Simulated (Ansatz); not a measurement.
Start from `[F][Sn]([F])([F])[SH]` and change one atom or group to get `[F][Sn]([F])([SH])[SH]`.

Ansatz, PBE0-D4/def2-TZVP geometries, multiplicity 1. Each molecule was computed in one conformer, which needn't be the lowest.

Elements past krypton have def2 core potentials.

```csv
property,`[F][Sn]([F])([F])[SH]`
LUMO energy (PBE0/def2-TZVPP) / eV,-2.92
HOMO–LUMO gap (PBE/def2-TZVPP) / eV,3.80
HOMO energy (B3LYP/def2-TZVPP) / eV,-8.75
HOMO–LUMO gap (B3LYP/def2-TZVPP) / eV,5.49
LUMO energy (B3LYP/def2-TZVPP) / eV,-3.26
HOMO energy (ωB97M-V/def2-TZVPP) / eV,-11.24
```

(1) What does the change do to each property? (Best estimate.)

Results:

(1) The calculation gave: 
| property | `[F][Sn]([F])([SH])[SH]` | shift |
| --- | --- | --- |
| LUMO energy (PBE0/def2-TZVPP) / eV | -2.47 | 0.45 |
| HOMO–LUMO gap (PBE/def2-TZVPP) / eV | 3.83 | 0.03 |
| HOMO energy (B3LYP/def2-TZVPP) / eV | -8.23 | 0.52 |
| HOMO–LUMO gap (B3LYP/def2-TZVPP) / eV | 5.46 | -0.03 |
| LUMO energy (B3LYP/def2-TZVPP) / eV | -2.77 | 0.49 |
| HOMO energy (ωB97M-V/def2-TZVPP) / eV | -10.70 | 0.54 |

With PBE0 the HOMO rises by 0.51 eV and the LUMO rises by 0.45 eV, so the gap narrows by about 0.06 eV. PBE moves the HOMO by 0.47 eV and ωB97M-V by 0.54 eV.

B3LYP here is the variant with VWN-RPA as its local correlation; programs differ in this.
